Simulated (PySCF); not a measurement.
## One molecule, a ladder of functionals, a line

Molecule: `C=C=CCBF`, C4H6BF.

Molfile (atoms numbered from 1):
```
C4H6BF
     RDKit          3D

 12 11  0  0  0  0  0  0  0  0999 V2000
   -2.6237   -0.1159    0.9435 C   0  0  0  0  0  0  0  0  0  0  0  0
   -1.4653   -0.2088    0.3420 C   0  0  0  0  0  0  0  0  0  0  0  0
   -0.3035   -0.3021   -0.2576 C   0  0  0  0  0  0  0  0  0  0  0  0
    0.9331   -0.9187    0.3302 C   0  0  0  0  0  0  0  0  0  0  0  0
    2.1856    0.0220    0.3787 B   0  0  0  0  0  0  0  0  0  0  0  0
    3.2173   -0.3231    1.1352 F   0  0  0  0  0  0  0  0  0  0  0  0
   -2.8752    0.7486    1.5677 H   0  0  0  0  0  0  0  0  0  0  0  0
   -3.3838   -0.8987    0.8408 H   0  0  0  0  0  0  0  0  0  0  0  0
   -0.2185    0.1227   -1.2675 H   0  0  0  0  0  0  0  0  0  0  0  0
    1.2582   -1.7780   -0.2953 H   0  0  0  0  0  0  0  0  0  0  0  0
    0.7406   -1.3468    1.3276 H   0  0  0  0  0  0  0  0  0  0  0  0
    2.3006    1.0428   -0.2654 H   0  0  0  0  0  0  0  0  0  0  0  0
  1  2  2  0
  2  3  2  0
  3  4  1  0
  4  5  1  0
  5  6  1  0
  1  7  1  0
  1  8  1  0
  3  9  1  0
  4 10  1  0
  4 11  1  0
  5 12  1  0
M  END
```

GIAO shieldings (ppm, equivalent atoms averaged) in PySCF 2.14.0 with density-fitted response routines on the PBE0-D3(BJ)/def2-SVP geometry, basis pcSseg-2, gas phase, non-relativistic:

```tsv
functional	exact exchange (%)	σ(C1)	σ(C4)	σ(B5)	σ(F6)
BLYP	0	98.1	144.4	32.8	158.8
BP86	0	101.2	149.2	35.7	157.7
PBE	0	101.3	149.0	34.3	153.7
B3LYP	20	100.4	150.6	37.9	181.1
mPW1PW91	25	103.3	155.9	41.3	185.6
BHandHLYP	50	104.3	158.1	45.7	211.0
HF	100	112.5	169.4	60.5	253.4
```

(1) Fit each shielding as a line in the percentage of exact exchange.

(2) What does the line predict for PBE0 (25 %), and what does the run give?

Answers

(1) σ(C1) = 99.7 + 0.12 x (rms 1.4 ppm); σ(C4) = 147.7 + 0.22 x (rms 1.9 ppm); σ(B5) = 34.0 + 0.26 x (rms 1.1 ppm); σ(F6) = 158.7 + 0.98 x (rms 3.0 ppm). The functionals also differ in their semilocal parts, which the line can't hold; Hartree–Fock has no correlation at all.

(2) σ(C1): 102.7 predicted, 104.1 computed; σ(C4): 153.2 predicted, 156.3 computed; σ(B5): 40.5 predicted, 40.9 computed; σ(F6): 183.2 predicted, 183.1 computed ppm.
